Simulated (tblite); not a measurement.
C₆H₁₀N₂Si.
Cartesian coordinates in Å at the GFN2-xTB level; atoms count from 1:
```xyz
19
C6H10N2Si angstrom
C     -2.1499    0.0741   -1.5415
C     -0.9708    0.1354   -0.9328
C     -0.7624   -0.0006    0.5090
C     -1.9144   -0.4780    1.3451
N      0.3136    0.2366    1.1438
C      1.5474    0.6874    0.5884
Si     2.5407   -0.8747    0.0113
C      1.5055    1.6664   -0.4578
N      1.4878    2.4668   -1.2788
H     -3.0738   -0.0682   -1.0073
H     -2.2322    0.1807   -2.6103
H     -0.0816    0.3017   -1.5265
H     -2.3028   -1.4158    0.9537
H     -1.5810   -0.6212    2.3685
H     -2.7149    0.2598    1.3351
H      2.1106    1.1348    1.4204
H      2.5719   -1.7684    1.1636
H      3.8726   -0.4222   -0.3834
H      1.8241   -1.4851   -1.1079
```

Computed with GFN2-xTB (tblite): harmonic, unscaled wavenumbers at the GFN2-xTB geometry, gas phase. Against measured fundamentals such values can be off by several per cent, at times by over 20. Modes of hydrogen on silicon can be 10 to 20 % off. One conformer, not necessarily the lowest.

Harmonic wavenumbers (cm⁻¹): 30.4, 65.8, 97.4, 114.8, 132.0, 174.5, 192.3, 235.0, 297.4, 308.3, 392.5, 409.3, 445.1, 499.7, 538.6, 545.0, 665.3, 705.0, 710.6, 750.9, 770.2, 780.5, 795.2, 903.1, 944.0, 1004.5, 1009.6, 1012.7, 1038.1, 1064.1, 1136.6, 1243.7, 1268.8, 1302.5, 1380.8, 1406.8, 1468.4, 1473.9, 1655.6, 1678.0, 2285.9, 2299.2, 2321.7, 2370.2, 2865.2, 3016.1, 3026.1, 3063.7, 3071.1, 3105.6, 3130.9.

A = 1785, B = 999.5, C = 817.6 MHz; mass 138.061 u (most abundant isotopes); point group C1, symmetry number 1.

What is the zero-point energy?

Half the sum of the wavenumbers: 30601 cm⁻¹ = 87.49 kcal/mol.

What is S at 400 K and 1 bar for an ideal gas of classical rigid rotors and harmonic oscillators?

Translation 42.17, rotation 30.65, vibration 48.09: S = 120.9 cal/(mol K).

And Cp and H(400 K) − H(0)?

Cp = 53.39 cal/(mol K), of which vibrations give 45.44 (their classical limit is 51 R = 101.3); H(400 K) − H(0) = 12.89 kcal/mol without the zero-point energy, 9.71 from vibrations.

What must be added to the electronic energy to get the Gibbs energy at 400 K and 1 bar?

ZPE + [H(400 K) − H(0)] − T·S = 87.49 + 12.89 − 48.37 = 52.01 kcal/mol.

Blend soft modes into free rotors: weight 1/[1 + (100 cm⁻¹/ν̃)⁴] for the oscillator and the rest for a rotor with moment μB/(μ + B), μ = h/(8π²ν), B = 10⁻⁴⁴ kg m². What vibrational entropy results?

44.02 cal/(mol K) in place of 48.09, which changes −T·S at 400 K by +1.63 kcal/mol.

Which modes carry the vibrational entropy at 400 K?

30.4 cm⁻¹: 6.39; 65.8 cm⁻¹: 4.86; 97.4 cm⁻¹: 4.08; 114.8 cm⁻¹: 3.76; 132.0 cm⁻¹: 3.49; 174.5 cm⁻¹: 2.95 cal/(mol K); the other 45 give 22.58 together.

How do the functions run with temperature in this model?

| T (K) | S (cal/(mol K)) | Cp (cal/(mol K)) | H − H(0) (kcal/mol) | G − H(0) (kcal/mol) | ln q(vib) |
| --- | --- | --- | --- | --- | --- |
| 150 | 82.9 | 27.2 | 2.66 | -9.77 | 4.06 |
| 250 | 99.5 | 38.5 | 5.95 | -18.91 | 7.30 |
| 298.15 | 106.7 | 43.6 | 7.93 | -23.87 | 8.83 |
| 600 | 145.5 | 67.7 | 25.09 | -62.18 | 17.89 |
| 900 | 175.7 | 81.4 | 47.64 | -110.53 | 25.91 |

q(vib) and H(0) count from the zero-point level.

Hindered rotation and anharmonicity are outside this model. Other conformers, if any are populated, would add a mixing term that is left out. The structure is chiral; the term R ln 2 for an equal mix with its mirror image is left out.

The run took 0.69 s of wall time on an Arm Neoverse V2 with one thread, shared host. This covers the Hessian and the dipole derivatives.
